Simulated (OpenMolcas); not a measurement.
Ru3+: ligand-field states by method

Ru3+ with 6 ligands (hydroxide) in octahedral coordination (S6) at 2.01 Å. A charge of +0.5 e stands 2.6 Å behind each ligand. Ligand basis ANO-RCC-VDZP.

| Item | Value |
| --- | --- |
| Program | OpenMolcas 26.06 |
| Basis | ANO-RCC-VDZP [6s5p3d1f] |
| Scalar Hamiltonian | DKH2, point nucleus |
| Active space | 5 electrons in 5 orbitals (4d) |
| State averaging | 2S+1 = 6 even, 1 root; 2S+1 = 4 even, 24 roots; 2S+1 = 2 even, 75 roots |
| Spin-orbit coupling | state interaction with AMFI integrals over the reference wave functions |

I. CASSCF
II. SS-CASPT2, IPEA 0.25 Eh, imaginary shift 0.1 Eh (closed shells correlated: 4s 4p and the ligand valence shells)
III. SS-CASPT2, IPEA 0.25 Eh, imaginary shift 0.2 Eh (closed shells correlated: 4s 4p and the ligand valence shells)

Spin-free states in cm-1, each column counted from its own energy of the first state listed:

```json
{"State": "2S+1 = 2", "Degeneracy": "2", "I": "0", "II": "0", "III": "0"}
{"State": "2S+1 = 2", "Degeneracy": "1", "I": "654", "II": "820", "III": "820"}
{"State": "2S+1 = 4", "Degeneracy": "2", "I": "10939", "II": "13570", "III": "13570"}
{"State": "2S+1 = 4", "Degeneracy": "1", "I": "11153", "II": "13470", "III": "13480"}
{"State": "2S+1 = 6", "Degeneracy": "1", "I": "11287", "II": "21030", "III": "21030"}
{"State": "2S+1 = 4", "Degeneracy": "1", "I": "16423", "II": "17450", "III": "17530"}
{"State": "2S+1 = 4", "Degeneracy": "2", "I": "16603", "II": "17940", "III": "18000"}
{"State": "2S+1 = 2", "Degeneracy": "2", "I": "21334", "II": "20900", "III": "20950"}
{"State": "2S+1 = 2", "Degeneracy": "1", "I": "21440", "II": "20800", "III": "20860"}
{"State": "2S+1 = 2", "Degeneracy": "1", "I": "22203", "II": "21540", "III": "21550"}
{"State": "2S+1 = 2", "Degeneracy": "1", "I": "24000", "II": "23180", "III": "23190"}
{"State": "2S+1 = 2", "Degeneracy": "2", "I": "24235", "II": "23550", "III": "23560"}
{"State": "2S+1 = 2", "Degeneracy": "2", "I": "26091", "II": "24910", "III": "24910"}
{"State": "2S+1 = 2", "Degeneracy": "2", "I": "30674", "II": "28260", "III": "28300"}
{"State": "2S+1 = 2", "Degeneracy": "1", "I": "30996", "II": "28440", "III": "28490"}
{"State": "2S+1 = 2", "Degeneracy": "1", "I": "31931", "II": "28060", "III": "28410"}
{"State": "2S+1 = 2", "Degeneracy": "2", "I": "32341", "II": "29130", "III": "29310"}
{"State": "2S+1 = 4", "Degeneracy": "1", "I": "33420", "II": "37020", "III": "37040"}
{"State": "2S+1 = 4", "Degeneracy": "2", "I": "34085", "II": "37240", "III": "37260"}
{"State": "2S+1 = 2", "Degeneracy": "1", "I": "35258", "II": "31500", "III": "31640"}
```

From I to II, I's first state of the same spin (2S+1 = 2) moves from 654 to 820 cm-1, by about +160 cm-1.

From I to II, I's first state of another spin (2S+1 = 4) moves from 10939 to 13570 cm-1, by about +2600 cm-1. In II another state of that kind comes below it.

χT at 300 K: I 0.63, II 0.63, III 0.63 cm3 K/mol.

Roots that are degenerate in the reference are averaged as groups; the widest CASPT2 spread within a group is 110 cm-1 (the 2-fold group of multiplicity 4 near 68800 cm-1 above the lowest state of its run, III). Shifts and gaps below about the spread of the groups concerned are not significant. Over all roots computed the reference weight is 0.64 to 0.66 in II, 0.65 to 0.67 in III; a low but even weight reflects the number of correlated electrons. An orbital doublet at a regular site is open to a Jahn-Teller distortion, which this geometry leaves out. The least metal-like active orbital is 74 % on the metal (Löwdin) and no ligand orbital is active, so the numbers are rough. Ligand-to-metal charge-transfer states are missing. With no ligand orbital active B as a rule stays too high, so bands that hang on it stand too high and its fall with covalency is understated. Without dynamic correlation the repulsion within the d shell is too large (B by tens of per cent), so at a given field states of lower spin stand too high (holds for I). This shell can be high or low spin here, a state of another spin lies low, and with metal d orbitals alone active their balance is uncertain, so the ground spin may be wrong, although the usual error favours high spin (holds for I). With metal d orbitals alone the field can be off either way by tens of per cent (holds for I). With one d shell and no ligand orbital active, 10Dq can be off by a tenth or more (holds for II; III). No measured value stands beside these numbers; the geometry is a model, was not optimised and need not be the one that this ion takes.

A state without a sure symmetry label is named by its multiplicity alone.
